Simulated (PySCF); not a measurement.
Cl2H3InSi. Atoms are numbered in the order given.

```xyz
7

In     0.0020    -0.0014     0.0071
Cl    -1.9747    -1.2579    -0.3470
Cl    -0.1357     2.0960    -1.0858
Si     2.0377    -0.8077     1.3699
H      2.6356     0.3588     2.0744
H      3.0202    -1.3898     0.4135
H      1.5924    -1.8399     2.3446
```

Coordinates come from a B3LYP-D3(BJ)/def2-SVP optimisation. The structure was generated by enumeration; whether it is a known compound was not checked. The def2 effective core potentials stand for the cores of In; spin–orbit coupling is left out.

These are TDDFT-PBE/def2-SVPD (PySCF) values and carry that method's errors.

Vertical excitations. Gas-phase values at a fixed geometry.

```json
[
 {"state": "S1", "energy (eV)": "4.42", "λ (nm)": "281", "f": "0.004", "main pairs": "HOMO→LUMO+1 78 %, HOMO→LUMO 19 %"},
 {"state": "S2", "energy (eV)": "4.43", "λ (nm)": "280", "f": "0.000", "main pairs": "HOMO−1→LUMO+1 75 %, HOMO−1→LUMO 24 %"},
 {"state": "S3", "energy (eV)": "4.52", "λ (nm)": "274", "f": "0.006", "main pairs": "HOMO−1→LUMO 67 %, HOMO−1→LUMO+1 23 %"},
 {"state": "S4", "energy (eV)": "4.63", "λ (nm)": "268", "f": "0.089", "main pairs": "HOMO→LUMO 68 %, HOMO→LUMO+1 17 %"},
 {"state": "S5", "energy (eV)": "4.65", "λ (nm)": "267", "f": "0.000", "main pairs": "HOMO−2→LUMO 87 %"},
 {"state": "S6", "energy (eV)": "4.84", "λ (nm)": "256", "f": "0.029", "main pairs": "HOMO−2→LUMO+1 74 %"},
 {"state": "S7", "energy (eV)": "4.99", "λ (nm)": "249", "f": "0.012", "main pairs": "HOMO−3→LUMO 87 %"},
 {"state": "S8", "energy (eV)": "5.14", "λ (nm)": "241", "f": "0.006", "main pairs": "HOMO−3→LUMO+1 77 %"},
 {"state": "S9", "energy (eV)": "5.42", "λ (nm)": "229", "f": "0.014", "main pairs": "HOMO−4→LUMO+1 81 %, HOMO−4→LUMO 15 %"},
 {"state": "S10", "energy (eV)": "5.77", "λ (nm)": "215", "f": "0.000", "main pairs": "HOMO−5→LUMO+1 83 %, HOMO−5→LUMO 17 %"},
 {"state": "T1", "energy (eV)": "4.03", "λ (nm)": "308", "f": "0", "main pairs": "HOMO→LUMO 90 %"},
 {"state": "T2", "energy (eV)": "4.13", "λ (nm)": "300", "f": "0", "main pairs": "HOMO→LUMO+1 89 %"},
 {"state": "T3", "energy (eV)": "4.25", "λ (nm)": "291", "f": "0", "main pairs": "HOMO−1→LUMO 90 %"},
 {"state": "T4", "energy (eV)": "4.36", "λ (nm)": "284", "f": "0", "main pairs": "HOMO−1→LUMO+1 86 %"}
]
```
Triplets are in the Tamm–Dancoff approximation, which puts them higher than full response would, so one can lie above its singlet here.
